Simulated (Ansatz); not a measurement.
Reactions of C$_{4}$H$_{8}$OSi (`C#C[SiH](C)OC`).

Calculated with Ansatz (gas phase, PBE0-D4/def2-TZVP geometries, no zero-point term in ΔE). CCSD(T)/CBS is the MP2 limit (def2-TZVPP, def2-QZVPP) plus CCSD(T) − MP2 in def2-TZVPP, frozen cores. This one scheme is used for every species. For Ge outer-core shells are correlated without core-valence functions, which leaves a few kJ/mol of doubt a bond. Scalar relativity is left out up to krypton. One conformer a species, not always the lowest.

Problem. Order these by ΔE at CCSD(T)/CBS, lowest first. (Estimate.)
A. `C#C[SiH](C)OC` + `C#[C][GeH3]` → `CO[SiH](C)[GeH3]` + `C#CC#C`
B. `C#C[SiH](C)OC` + `[CH3][AlH][OH]` → `C#C[O][AlH][CH3]` + `CO[SiH2]C`
C. `C#C[SiH](C)OC` + H–F → `CO[SiH](C)F` + `C#C`
D. `C#C[SiH](C)OC` + `OC[SiH2]Cl` → `CO[SiH](C)Cl` + `C#C[SiH2]CO`
E. `C#C[SiH](C)OC` + H₂ → `CO[SiH2]C` + `C#C`

Solution. C (-1.15 eV), D (-0.08 eV), E (+0.33 eV), A (+0.53 eV), B (+1.39 eV).

Largest T1 diagnostic: 0.014, for `C#CC#C`.
